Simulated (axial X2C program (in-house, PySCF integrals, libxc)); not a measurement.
## AsF⁺: from the spin-free to the two-component result

All values were computed with an in-house relativistic program for diatomic molecules. Spin-free means the one-electron spin-free X2C Hamiltonian; two-component (2c) means X2C with spin–orbit coupling and atomic mean-field two-electron Coulomb and Gaunt terms, so the difference of the two also holds small scalar two-electron terms. Basis: As dyall-cv3z [9s9p6d4f1g], F dyall-av3z [7s6p3d2f] (cores contracted in-house); Gaussian nuclei, density fitting, unrestricted open shells. Masses: As 74.922 u, F 18.998 u.

Spin-free state: M_S = 1/2, Λ = 1 (beyond evenly filled blocks: π+α); fragments As+ + F.

| level | Re (Å) | ωe (cm⁻¹) | De (eV) | μ (D) |
| --- | --- | --- | --- | --- |
| PBE0 | 1.658 | 833.8 | 4.614 | -2.24 |
| HF | 1.629 | 898.5 | 2.425 | -2.53 |
| MP2 | 1.663 | 831.9 | 4.825 | n/a |
| LDA | 1.661 | 816.8 | 6.104 | -2.02 |

Correlated methods: 11 electrons correlated (number of frozen shells: As 3 s, 2 p, 1 d; F 1 s), 231 virtual spin orbitals or spinors in MP2.

Dipoles are positive if F is the positive end and refer to the centre of mass.

Within this multiplet, which Ω should lie lowest by the rule for regular and inverted multiplets?

The open π shell holds one electron, so the multiplet is regular: Ω = Λ − 1/2 = 1/2. The PBE0 2c search agrees.

Two-component determinant lowest at the distance of the search:

Ω = 1/2 (⟨Sz⟩ = -0.50, ⟨Lz⟩ = 1.00 at HF); fragments As+ + F.

```tsv
level	Re (Å)	ωe (cm⁻¹)	μ (D)
PBE0	1.659	832.6	-2.26
HF	1.630	897.1	-2.55
MP2	1.664	830.6	n/a
LDA	1.662	815.8	-2.04
```

From the two tables, how do the constants change at the MP2 level (2c against spin-free)?

At the MP2 level Re goes up by 0.001 Å and ωe falls by 1.3 cm⁻¹.

The state is a single determinant with fixed occupations, the lowest that a limited PBE0 search found. De is counted from the lowest determinant-based energies of the atoms at the same level, without counterpoise correction. De is not given where an atomic determinant may have missed its ground term or J level, or where the truncated virtual space spoils (T). Density functionals use the spin component along the axis (collinear). The functionals have no current-density term, which raises determinants with orbital currents, atoms included. Some points did not converge and are left out. The stretched end of a curve changes character and is left out.
